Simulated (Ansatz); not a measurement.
CH4BISi, SMILES `IB1C[SiH2]1`, relaxed with RKS PBE0-D4/def2-TZVP in Ansatz 0.2.0 from a PBE-D4/def2-SVP geometry. The force threshold is 0.005 eV/Å; the program also tests the step.

The species carries charge 0 and has multiplicity 1. I takes the def2 core potential.

Start:

```xyz
8

I     0.527    2.646    1.534
B     0.328    1.013    0.209
C     0.844   -0.412    0.206
Si   -1.005   -0.170   -0.556
H     1.252   -0.820   -0.743
H     1.270   -0.932    1.084
H    -0.973   -0.765   -1.931
H    -2.244   -0.560    0.198
```

(1) How much energy does the relaxation release, and in how many steps? (Best estimate.)

(2) Which bonds change most? (Estimate.)

(3) Give the relaxed structure. (An estimate is asked.)

## Answers

(1) Computed: 3.20 kJ/mol, in 7 steps.

(2) The calculation gave: C3–Si4 from 2.014 to 1.969 Å; B2–Si4 from 1.939 to 1.919 Å; I1–B2 from 2.113 to 2.093 Å; Si4–H8 from 1.502 to 1.483 Å.

(3) Computed: 
```xyz
8

I     0.550    2.630    1.507
B     0.309    1.002    0.213
C     0.822   -0.414    0.208
Si   -0.986   -0.197   -0.540
H     1.238   -0.800   -0.729
H     1.250   -0.916    1.072
H    -0.959   -0.733   -1.919
H    -2.223   -0.573    0.188
```
